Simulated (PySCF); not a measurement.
Structure with atom numbers: `[N:1]#[C:2]/[CH:3]=[N:4]/[SiH3:5]`. Hydrogens are named by the atom that carries them.

[PySCF 2.14: GFN2-xTB structure; σ from GIAO-PBE0/pcSseg-1; single conformer; fast rotation and ring inversion assumed for equivalent nuclei; relativity neglected; gas phase]

Referencing at the same level of theory: ¹³C, ¹H, ²⁹Si against TMS; ¹⁵N vs NH3.

```csv
atoms,nucleus,count,Hirshfeld charge,δ (ppm)
N1,¹⁵N,1,-0.19,313.6
H(C3),¹H,1,0.06,8.09
H(Si5),¹H,3,-0.07,5.14
C3,¹³C,1,0.08,?
N4,¹⁵N,1,-0.20,459.1
Si5,²⁹Si,1,0.37,-53.9
C2,¹³C,1,0.08,?
```

Estimate the values marked ?.

Answers


- C3: 150.1 ppm, C=N carbon
- C2: 119.5 ppm, nitrile carbon; typical of a nitrile

Shifts are as computed. Against solution values, carbons near 30 ppm lie about +3 ppm off and those near 130 ppm about +5 ppm. Of 1211 compounds with measured shifts, 218 miss one by over three times the rms of a fit or turn the order of signals round; such compounds aren't used in these exercises. Experimental scales use liquid or dissolved standards, which lie at an offset from isolated NH3 (liquid NH3: subtract about 20 ppm). Unscaled 15N shifts of sp2 nitrogen come out 20 to 40 ppm too high even then.
